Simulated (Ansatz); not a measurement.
Molecule: ZnCl₂, net charge 0, triplet state. The spin state was set by rule; other spins were not relaxed. SMILES of the parent species: [Cl][Zn][Cl]
Structure (B3LYP-D3(BJ)/def2-TZVP (Ansatz, a first-principles code) minimum search):
```
Zn
Cl 1 2.3824
Cl 1 2.3824 2 69.72
```
Charge 0, spin multiplicity 3.

Quantity: atomisation energy (electronic, to ground-state atoms), in kJ/mol. Valence correlation only, unless marked. Open shells are spin-unrestricted. Spin-orbit coupling is left out. The frozen core is the preceding noble-gas configuration, with the filled d and f shells of earlier blocks. No relativistic terms. The coupled-cluster limit lacks core correlation, which all-electron functionals hold. CBS marks a two-point X^-3 extrapolation of the correlation energy; Hartree-Fock from the larger set. [CCSD(T)-MP2]/basis is that difference in the basis named.

```tsv
level	program	atomisation energy (kJ/mol)
revPBE/def2-TZVPD	Ansatz	___
PBE0/STO-3G	Ansatz	1254.7
LC-wPBE-D4/def2-TZVPD	Ansatz + dftd4	295.9
RI-MP2/CBS(def2-TZVPPD,def2-QZVPPD)+[CCSD(T)-MP2]/def2-TZVPPD	Ansatz	273.1
```

**Question.** Complete the blanks.

**Answer.** 
- revPBE/def2-TZVPD, atomisation energy (kJ/mol): 286.5
